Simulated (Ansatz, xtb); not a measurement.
# Relative energy of two structures of CH5AgFNSi

Structure a is `CN[Si@H](F)[Ag]`, a singlet and structure b is a singlet given by its coordinates. Both are isolated molecules in the gas phase, relaxed with B3LYP-D3(BJ)/def2-SVP; the shapes shown needn't be the lowest conformers.

a (Å):

```yaml
atoms:
  - { symbol: C, position_ang: [-1.1940, -2.2428, 1.0727] }
  - { symbol: Ag, position_ang: [0.7839, -1.0215, -1.9458] }
  - { symbol: F, position_ang: [-0.6315, 1.2007, 0.0111] }
  - { symbol: N, position_ang: [-0.1877, -1.2318, 1.3280] }
  - { symbol: Si, position_ang: [0.4134, -0.0548, 0.2266] }
  - { symbol: H, position_ang: [-0.9346, -3.2060, 1.5464] }
  - { symbol: H, position_ang: [-1.2627, -2.4227, -0.0133] }
  - { symbol: H, position_ang: [-2.2048, -1.9563, 1.4206] }
  - { symbol: H, position_ang: [0.0252, -1.0982, 2.3132] }
  - { symbol: H, position_ang: [1.5972, 0.5469, 0.9054] }
```

b (Å):

```xyz
10

C    -1.2018   -0.8054   -1.4100
Ag   -2.5215    0.0803   -2.8193
F     0.3274    1.5465   -1.5131
N    -1.5950    1.3624    0.5226
Si   -0.4199    0.5513   -0.4340
H    -2.4885    1.6361    0.1260
H    -1.3172    1.9828    1.2763
H     0.6699    0.1369    0.4934
H    -0.4899   -1.3684   -2.0328
H    -1.8026   -1.5004   -0.8055
```

Close contacts (Å): C1–Ag2 2.12, C1–Si5 1.85, Ag2–Si5 3.21, F3–Si5 1.65, N4–Si5 1.72, C1–H9 1.10, C1–H10 1.10, N4–H6 1.02, N4–H7 1.01, Si5–H8 1.49.

Quicker runs give these differences E(b) − E(a): GFN2-xTB +1.031 eV; HF/STO-3G −0.408 eV (at GFN2-xTB geometries); r2SCAN-D4/def2-SVP +0.001 eV (at GFN2-xTB geometries).

Problem. Which of the two would you expect CCSD(T)/def2-SVP + ΔMP2/def2-TZVPP electronic energies to favour?

Solution. Structure b; the calculation gives E(b) − E(a) = −0.213 eV.

Level by level:

```csv
level,geometry,E(b) − E(a) (eV),departure from the last row (eV),"job, with rough time for the two"
GFN2-xTB,GFN2-xTB,+1.031,+1.244,"optimisation, 0.2 s"
HF/STO-3G,GFN2-xTB,−0.408,−0.195,"single point, 1.8 s"
r2SCAN-D4/def2-SVP,GFN2-xTB,+0.001,+0.214,"single point, 5.3 s"
B3LYP-D3(BJ)/def2-SVP,B3LYP-D3(BJ)/def2-SVP,+0.022,+0.235,"optimisation, 2.1 min"
HF/def2-SVP,B3LYP-D3(BJ)/def2-SVP,−0.149,+0.064,part of the CCSD(T) run
MP2/def2-SVP,B3LYP-D3(BJ)/def2-SVP,−0.167,+0.046,part of the CCSD(T) run
CCSD(T)/def2-SVP,B3LYP-D3(BJ)/def2-SVP,−0.069,+0.144,single point
CCSD(T)/def2-SVP + ΔMP2/def2-TZVPP,B3LYP-D3(BJ)/def2-SVP,−0.213,,"single point, 74 s"
```

GFN2-xTB, B3LYP-D3(BJ)/def2-SVP put the two in the other order. r2SCAN-D4/def2-SVP finds them nearly level. The largest departure from CCSD(T)/def2-SVP + ΔMP2/def2-TZVPP is that of GFN2-xTB, 1.244 eV. The last row adds to CCSD(T) the change of the MP2 difference between the two basis sets, here −0.144 eV, a large step that makes the value less sure.

With harmonic frequencies from B3LYP-D3(BJ)/def2-SVP (ideal gas, rigid rotor, one conformer each, 200 K, 1 atm): on the last row, ΔE + ΔZPE = −0.285 eV. A mode under 50 cm⁻¹ makes harmonic enthalpies and free energies unreliable, so none is given.

The correlated steps freeze 8 core orbitals; the last core shell of Ag is correlated, in a basis made for valence electrons. Atoms past krypton carry core potentials in the def2 sets, other sets are all-electron and non-relativistic, and no spin–orbit term is included. Run with Ansatz 0.2.0, xtb 6.7.1; the last row on 2 threads of Arm Neoverse V2 on a shared host.
